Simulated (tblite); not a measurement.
Isomers of C6H12NP. Level: GFN2-xTB in tblite, geometry and Hessian alike; calculated harmonic values, unscaled, isolated species. Errors from tens to a few hundred cm⁻¹ against measured bands are possible. One conformer each.

Electronic energies: GFN2-xTB at the same geometries; isomer energies are rough at this level and their order can be wrong.

```csv
SMILES,"electronic energy, lowest = 0 (kJ/mol)"
CP(N)C1=CCCC1,0.0
CC(C)P(C)CC#N,79.8
CC1=CC[P@](C)(=N)C1,11.2
```

Q: How do GFN2-xTB zero-point energies change the relative energies?

A: 
```tsv
SMILES	ZPE (kJ/mol)	of it from modes above 1550 cm⁻¹	electronic (kJ/mol)	with ZPE, lowest = 0 (kJ/mol)	lowest mode (cm⁻¹)	rings
CP(N)C1=CCCC1	441.9	229.5	0.0	0.0	37	1
CC1=CC[P@](C)(=N)C1	432.3	227.3	11.2	1.6	73	1
CC(C)P(C)CC#N	434.6	229.0	79.8	72.5	53	0
```

The zero-point energies span 9.6 kJ/mol, from `CC1=CC[P@](C)(=N)C1` to `CP(N)C1=CCCC1`. The order is unchanged.

Q: What do entropy and thermal enthalpy add at 298.15 K and 1 bar (rigid rotor, harmonic oscillator, one conformer each)?

A: 
| SMILES | point group | symmetry number | S (J/(mol K)) | H − H(0) (kJ/mol) | ZPE + H − H(0) − TS (kJ/mol) |
| --- | --- | --- | --- | --- | --- |
| CP(N)C1=CCCC1 | C1 | 1 | 407.2 | 28.43 | 348.9 |
| CC1=CC[P@](C)(=N)C1 | C1 | 1 | 398.9 | 28.75 | 342.2 |
| CC(C)P(C)CC#N | C1 | 1 | 429.4 | 31.64 | 338.2 |
